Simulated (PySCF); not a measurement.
Excitation energy of Ni⁺ by level of theory

Ni⁺ [Ar] 3d9 (2D) → Ni⁺ [Ar] 3d8 4p1 (high-spin determinant), as a difference of total energies. Computed with PySCF 2.14 in aug-cc-pwCVTZ, with the non-relativistic Hamiltonian (point nucleus). Correlated levels: valence: [Ar] frozen; valence and next inner shell: [Ne] frozen; nothing frozen. The calculations carry no spin-orbit coupling.

| method | excitation energy (cm⁻¹) |
| --- | --- |
| UHF | 34748 |
| LDA | 60060 |
| PBE | 55495 |
| PBE0 | 51932 |
| r2SCAN | 49185 |
| TPSSh | 52243 |
| r2SCAN0 | 47521 |
| MP2 (valence) | 57790 |
| SCS-MP2 (valence) | 56438 |
| MP2 (valence and next inner shell) | 63227 |
| SCS-MP2 (valence and next inner shell) | 60360 |
| MP2 (all electrons) | 63384 |

Problem. Estimate what MN15 gives.

Solution. 61546 cm⁻¹, closest to SCS-MP2 (valence and next inner shell) among the rows shown.

Problem. Estimate what SCS-MP2 (all electrons) gives.

Solution. 60437 cm⁻¹, closest to SCS-MP2 (valence and next inner shell) among the rows shown.

A first-order spin-orbit estimate (lowest level to lowest level, LS coupling) adds -0.030 eV.

The determinant of the upper state mixes LS terms, which raises its energy above the lowest term, most at the Hartree-Fock and MP2 levels.
